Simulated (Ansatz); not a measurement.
Computed with Ansatz on PBE0-D4/def2-TZVP structures; ΔE is electronic, products minus reactants. CCSD(T)/CBS is the MP2 limit (def2-TZVPP, def2-QZVPP) plus CCSD(T) − MP2 in def2-TZVPP, frozen cores. This one scheme is used for every species. Functionals use def2-TZVPP. Open shells (•) are unrestricted, without spin–orbit coupling. For Ga outer-core shells are correlated without core-valence functions, which leaves a few kJ/mol of doubt a bond. Scalar relativity is left out up to krypton. One conformer a species, not always the lowest.

Reaction (homolysis of the C–Ga bond): `[NH2][GaH][CH2]F` → `[CH2]F`• + `[NH2][GaH]`•

```csv
level,ΔE (kcal/mol)
ωB97X-V,75.0
ωB97M-V,73.7
r2SCAN,67.2
PBE0,69.4
```

(1) What does CCSD(T)/CBS give? (Estimate.)

Largest T1 diagnostic among the species: 0.016.

## Answers

(1) Computed: +77.1 kcal/mol. The listed levels differ from it by -2.1, -3.4, -9.9, -7.7 kcal/mol.

In def2-TZVPP, CCSD(T) changes the Hartree–Fock value by +26.1 kcal/mol (the triples alone add +1.7 kcal/mol) and MP2 by +28.6 kcal/mol; breaking electron pairs costs correlation energy, which Hartree–Fock lacks. The D4 term adds +2.4 kcal/mol with B3LYP and +1.3 kcal/mol with PBE0; it sums over pairs of atoms, weighted by their polarisabilities, and B3LYP, whose exchange is more repulsive, gets the larger term.

B3LYP here is the variant with VWN-RPA as its local correlation; programs differ in this.
